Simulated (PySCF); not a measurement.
H2ISi, SMILES [SiH2]I (connectivity only; charge and spin as stated), charge +1, multiplicity 1.

Geometry: B3LYP-D3(BJ)/def2-TZVP. The spin state was assumed, not searched. The isomer is the one that the SMILES or the coordinates give; other isomers of the formula were not compared. The def2 effective core potentials stand for the cores of I; spin–orbit coupling is left out.

Level of theory: PBE/def2-TZVPD (PySCF).

Symmetry labels are those of the subgroup C2v that the program uses (full group C2v).

Computed valence orbital energies around the gap with their symmetry:
| orbital | symmetry | energy (eV) |
|---|---|---|
| HOMO−7 | A2 | -55.76 |
| HOMO−6 | A1 | -55.75 |
| HOMO−5 | A1 | -24.26 |
| HOMO−4 | A1 | -19.45 |
| HOMO−3 | B2 | -15.62 |
| HOMO−2 | A1 | -15.16 |
| HOMO−1 | B1 | -13.41 |
| HOMO | B2 | -12.74 |
| LUMO | B1 | -9.99 |
| LUMO+1 | A1 | -7.74 |
| LUMO+2 | A1 | -5.79 |
| LUMO+3 | B2 | -5.35 |
